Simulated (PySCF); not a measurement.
## C₆ coefficients of unlike pairs at UHF

Calculated with PySCF 2.14 from the dipole response of each species, C₆(A,B) = (3/π) ∫ α_A(iu) α_B(iu) du, in atomic units, from isotropic polarisabilities. For ions this is the dispersion term alone; charge-induced terms of lower order in 1/R come first.

```tsv
species	configuration	basis	relativity	α (bohr³)	C₆ (like pair)
Ne(3+)	[He] 2s2 2p3 (4S)	aug-cc-pwCVTZ (7s6p4d2f)	none	0.7124	0.6110
Zr(3+)	[Kr] 4d1 (2D)	aug-cc-pVTZ-PP with ECP28MDF (6s6p5d3f2g)	core potential	5.464	22.28
O(3+)	[He] 2s2 2p1 (2P)	aug-cc-pVQZ with one added diffuse shell each of s, p, d, f, g type (7s6p5d4f3g)	none	1.420	1.330
```

Problem. Estimate C₆ for Zr(3+) with Ne(3+).

Solution. The integral gives 3.561. The combination rule 2 C_A C_B / (C_A α_B/α_A + C_B α_A/α_B) gives 3.587 and the geometric mean 3.690.

No spin-orbit coupling is included.

The other pairs:

```tsv
pair	C₆
O(3+), Ne(3+)	0.8655
O(3+), Zr(3+)	5.429
```
